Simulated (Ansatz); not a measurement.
`C=C[SiH2][SiH3]` + HBr → `C=C[SiH2]Br` + SiH₄ at 500 K and 1 bar (cleavage of the Si–Si bond).

Gas-phase electronic energies from Ansatz, PBE0-D4/def2-TZVP geometries. CCSD(T)/CBS is the MP2 limit (def2-TZVPP, def2-QZVPP) plus CCSD(T) − MP2 in def2-TZVPP, frozen cores. This one scheme is used for every species. For Br outer-core shells are correlated without core-valence functions, which leaves a few kJ/mol of doubt a bond. Scalar relativity is left out up to krypton. Each species was taken in one conformer, which may not be the lowest.

```
          species  CCSD(T)/CBS energy (Eh)  H − E (kJ/mol)  S (J/(mol·K))
`C=C[SiH2][SiH3]`               -659.04133           270.4          421.3
              HBr              -2573.91920            30.5          213.7
    `C=C[SiH2]Br`              -2941.53535           198.9          385.8
             SiH₄               -291.46306           102.4          230.9
```

H − E and S are ideal-gas, rigid-rotor, harmonic terms from PBE0-D4/def2-TZVP, for one conformer and one mirror image of each species. 1 Eh = 2625.50 kJ/mol, R = 8.31446 J/(mol·K).

Q: By hand: ΔE, ΔH, ΔS and ΔG.

A: ΔE = (-2941.53535) + (-291.46306) − (-659.04133) − (-2573.91920) = -0.03788 Eh = -99.5 kJ/mol. Δ(H − E) = 198.9 + 102.4 − 270.4 − 30.5 = 0.4, so ΔH = -99.1 kJ/mol. ΔS = 385.8 + 230.9 − 421.3 − 213.7 = -18.3 J/(mol·K). ΔG = -99.1 − 500 × (-18.3)/1000 = -89.9 kJ/mol.

Q: By hand: the equilibrium constant, and the temperature at which ΔG would vanish if ΔH and ΔS stayed fixed.

A: log₁₀ K = −ΔG/(RT ln 10) = 9.4. ΔG = 0 at ΔH/ΔS = 5415 K, far beyond where these terms or the molecules hold.

ΔH outweighs TΔS. A doubt of 5 kJ/mol in ΔE shifts log₁₀ K by 0.5 here. Other conformers and mirror images would add mixing entropy, several J/(mol·K) or more a flexible species. These are equilibria of isolated gas molecules and say nothing of rates. Largest T1 diagnostic: 0.013 (customary marks: 0.02 for closed shells, 0.045 for open ones).
